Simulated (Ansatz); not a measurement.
Computed with Ansatz on PBE0-D4/def2-TZVP structures; ΔE is electronic, products minus reactants. CCSD(T)/CBS is the MP2 limit (def2-TZVPP, def2-QZVPP) plus CCSD(T) − MP2 in def2-TZVPP, frozen cores. Functionals use def2-TZVPP. B3LYP here is the variant with VWN-RPA as its local correlation; programs differ in this. Elements past krypton have def2 core potentials. For Sn outer-core shells are correlated without core-valence functions, which leaves a few kJ/mol of doubt a bond. Each species was taken in one conformer, which may not be the lowest.

`[SiH3][SnH3]` + `CC[SiH](Cl)OC` → `C[CH2][SnH2][SiH3]` + `CO[SiH2]Cl`  (redistribution)

```json
{"level": "PBE-D4", "ΔE (kJ/mol)": "33.6", "difference from CCSD(T)/CBS": "7.6"}
{"level": "r2SCAN-D4", "ΔE (kJ/mol)": "36.6", "difference from CCSD(T)/CBS": "10.6"}
{"level": "PBE0-D4", "ΔE (kJ/mol)": "36.0", "difference from CCSD(T)/CBS": "10.0"}
{"level": "B3LYP-D4", "ΔE (kJ/mol)": "33.3", "difference from CCSD(T)/CBS": "7.3"}
{"level": "ωB97X-V", "ΔE (kJ/mol)": "35.6", "difference from CCSD(T)/CBS": "9.6"}
{"level": "ωB97M-V", "ΔE (kJ/mol)": "37.1", "difference from CCSD(T)/CBS": "11.1"}
{"level": "B2PLYP", "ΔE (kJ/mol)": "30.2", "difference from CCSD(T)/CBS": "4.2"}
{"level": "PBE", "ΔE (kJ/mol)": "32.5", "difference from CCSD(T)/CBS": "6.5"}
{"level": "r2SCAN", "ΔE (kJ/mol)": "36.3", "difference from CCSD(T)/CBS": "10.3"}
{"level": "PBE0", "ΔE (kJ/mol)": "35.2", "difference from CCSD(T)/CBS": "9.2"}
{"level": "B3LYP", "ΔE (kJ/mol)": "31.7", "difference from CCSD(T)/CBS": "5.7"}
{"level": "HF/def2-TZVPP", "ΔE (kJ/mol)": "34.9", "difference from CCSD(T)/CBS": "8.9"}
{"level": "MP2/def2-TZVPP", "ΔE (kJ/mol)": "25.6", "difference from CCSD(T)/CBS": "-0.4"}
{"level": "SCS-MP2/def2-TZVPP", "ΔE (kJ/mol)": "25.2", "difference from CCSD(T)/CBS": "-0.8"}
{"level": "CCSD/def2-TZVPP", "ΔE (kJ/mol)": "30.3", "difference from CCSD(T)/CBS": "4.3"}
{"level": "CCSD(T)/def2-TZVPP", "ΔE (kJ/mol)": "29.3", "difference from CCSD(T)/CBS": "3.3"}
{"level": "HF/def2-QZVPP", "ΔE (kJ/mol)": "34.4", "difference from CCSD(T)/CBS": "8.4"}
{"level": "MP2/def2-QZVPP", "ΔE (kJ/mol)": "23.5", "difference from CCSD(T)/CBS": "-2.5"}
{"level": "SCS-MP2/def2-QZVPP", "ΔE (kJ/mol)": "23.5", "difference from CCSD(T)/CBS": "-2.5"}
{"level": "HF/CBS(def2)", "ΔE (kJ/mol)": "34.3", "difference from CCSD(T)/CBS": "8.3"}
{"level": "MP2/CBS(def2)", "ΔE (kJ/mol)": "22.4", "difference from CCSD(T)/CBS": "-3.6"}
{"level": "CCSD/CBS(def2)", "ΔE (kJ/mol)": "27.1", "difference from CCSD(T)/CBS": "1.1"}
{"level": "CCSD(T)/CBS", "ΔE (kJ/mol)": "26.0", "difference from CCSD(T)/CBS": "0"}
```

Largest T1 diagnostic among the species: 0.013.

In def2-TZVPP, CCSD(T) changes the Hartree–Fock value by −5.7 kJ/mol (the triples alone add −1.1 kJ/mol) and MP2 by −9.3 kJ/mol.
